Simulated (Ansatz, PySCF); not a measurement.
Dimer: HF (SMILES F) (first 2 atoms) with HI (SMILES I); geometry from B3LYP-D3(BJ)/def2-TZVP, rigid monomers moved along the line of their centres of mass till H2···I3 is 3.04 Å.
(charge 0, multiplicity 1):
```xyz
4

F     -0.0701     0.4750    -0.2412
H      0.0048     0.0346     0.5765
I      0.2442    -1.2023     3.3403
H      0.2055     0.2700     4.0069
```

Counterpoise-corrected where a basis set is named; no monomer relaxation. Rows marked so take none.

Correlated levels freeze the cores. Filled d and f shells under p-block atoms count as core. CBS(a, b) extrapolates the correlation energy as X⁻³ and adds the Hartree–Fock energy of set b. Rows in 3-21G carry no dispersion term and start afresh at each structure; the Pople sets are all-electron and without relativity.

Codes used: Ansatz (Gaussian basis) for Hartree–Fock, density functionals and correlated methods; PySCF for 3-21G rows, the dispersion terms. Each number belongs to the level named beside it. In def2 rows elements past Kr take small-core potentials, without spin–orbit coupling.

```
level                                  interaction energy (meV)
-------------------------------------  ------------------------
HF/3-21G (no counterpoise)                                -62.4
PBE-D4/def2-TZVPPD                                       -120.8
B3LYP/def2-TZVPPD                                         -80.6
B3LYP-D3(BJ)/def2-TZVPPD                                 -111.3
PBE0-D3(BJ)/def2-TZVPPD                                  -112.0
PBE0-D4/def2-TZVPPD                                      -109.3
SCS-MP2/def2-SVPD                                         -70.1
CCSD/def2-SVPD                                            -73.3
CCSD(T)/CBS(def2-TZVPPD, def2-QZVPPD)                (withheld)
```

Q: Some entries are withheld; supply them.

A: 
- CCSD(T)/CBS(def2-TZVPPD, def2-QZVPPD), interaction energy (meV): -92.1

Ansatz is an electronic-structure program.
